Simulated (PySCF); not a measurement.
## C6H9F3N: g tensor and hyperfine couplings

C6H9F3N (doublet state).
Geometry (PBE0-D3(BJ)/def2-SVP, Å), atoms numbered from 1 in this order:
```xyz
19
C6H9F3N angstrom
F      2.8973   -1.1552    0.7676
C      2.3253   -0.1174    0.1673
F      2.5679   -0.2297   -1.1496
F      2.9455    0.9889    0.5923
C      0.8348   -0.0481    0.4385
C      0.2196    1.2677   -0.0682
C     -1.2641    1.2186    0.0472
C     -1.9662   -0.0312   -0.3525
C     -1.2175   -1.2702    0.1604
N      0.2059   -1.2289   -0.1037
H      0.7312   -0.0833    1.5372
H      0.6401    2.1287    0.4724
H      0.5222    1.3905   -1.1311
H     -1.8253    2.1417    0.2089
H     -3.0111   -0.0335   -0.0032
H     -2.0176   -0.0975   -1.4623
H     -1.3586   -1.3545    1.2519
H     -1.6333   -2.1886   -0.2818
H      0.3845   -1.2797   -1.1060
```

The hyperfine couplings belong to this conformer and change with its torsions.

As a line formula: `FC(F)(F)[C@H]1C[CH]CCN1` [radical].

Level of theory: PySCF, UKS B3LYP, IGLO-III on C F N, pcH-1 on H, non-relativistic, mean-field spin-orbit, GIAO. One conformer (not necessarily the lowest) at the PBE0-D3(BJ)/def2-SVP geometry, without solvent, vibrations or thermal averaging. The SCF solution wasn't tested for stability.

| Item | Value |
| --- | --- |
| g1, g2, g3 | 2.00225, 2.00264, 2.00297 |
| g_iso | 2.00262 |
| Form of g | rhombic: the two nearest values differ by 45 % of g3 − g1 |
| ⟨S²⟩ | 0.7542 (exact 0.7500) |
| α and β electrons | 40, 39 |
| HOMO–LUMO gap, α and β orbitals | 6.17, 4.82 eV |
| Total energy | -588.53872 Eh |

Isotropic coupling and dipolar principal values T1 to T3, in MHz:

```tsv
atom	isotope	a_iso	T1	T2	T3	Mulliken spin population
F1	19F	3.9	-2.1	-2.0	4.1	0.00
C2	13C	2.7	-0.6	-0.4	0.9	0.00
F3	19F	12.8	-3.8	-3.6	7.4	0.00
F4	19F	-0.2	-1.3	-0.7	1.9	0.00
C5	13C	22.6	-3.1	-2.3	5.3	0.03
C6	13C	-27.1	-1.9	-0.4	2.4	-0.10
C7	13C	94.3	-76.9	-76.4	153.3	1.03
C8	13C	-25.0	-1.9	-0.2	2.2	-0.09
C9	13C	23.2	-3.0	-2.2	5.2	0.02
N10	14N	3.4	-0.4	-0.3	0.7	0.00
H11	1H	-2.8	-4.2	-2.1	6.3	0.00
H12	1H	15.9	-4.7	-3.9	8.7	0.01
H13	1H	134.6	-4.5	-3.3	7.8	0.07
H14	1H	-60.9	-37.1	-0.1	37.2	-0.05
H15	1H	16.1	-4.7	-3.9	8.6	0.01
H16	1H	135.3	-4.5	-3.5	8.0	0.07
H17	1H	-2.4	-4.0	-2.2	6.1	0.00
H18	1H	2.3	-2.2	-1.7	4.0	0.00
H19	1H	0.6	-1.8	-1.4	3.1	0.00
```

Largest spin populations (Mulliken): C7 (+1.03), C6 (-0.10), C8 (-0.09) and H16 (+0.07). C7 is the only atom above +0.15. The positive populations add up to 1.25 and the negative ones to -0.25, together 2S = 1. The angles at C7 add up to 358.7°, so it is planar; its axial dipolar tensor and the negative coupling of its proton fit spin in a p orbital normal to that plane.

Axes: g3 points within 9° of the C7–H14 bond.

Under fast tumbling the dipolar parts average out, and these isotropic splittings remain (the largest six): 1 × 1H (H16, I = 1/2, 2 lines) with 4.83 mT, 1 × 1H (H13, I = 1/2, 2 lines) with 4.80 mT, 1 × 1H (H14, I = 1/2, 2 lines) with 2.17 mT, 1 × 1H (H15, I = 1/2, 2 lines) with 0.58 mT, 1 × 1H (H12, I = 1/2, 2 lines) with 0.57 mT and 3 × 19F (F1/F3/F4, I = 1/2, 4 lines) with 0.20 mT.

Class means assume fast exchange of nuclei equivalent by connectivity; if that motion is slow, each nucleus keeps its own coupling. The three 19F nuclei of mean +5.5 MHz run from -0.2 to 12.8 MHz in the frozen geometry.

The 13C coupling of C7 (94.3 MHz) shows only in satellite lines or after enrichment, since that isotope makes up about 1.07 % of natural carbon.

β density exceeds α density at some nuclei, such as C6 (-0.0241), C8 (-0.0222) and H14 (-0.0136), spin density in bohr⁻³. In a single determinant that takes different orbitals for the two spins, that is spin polarisation.
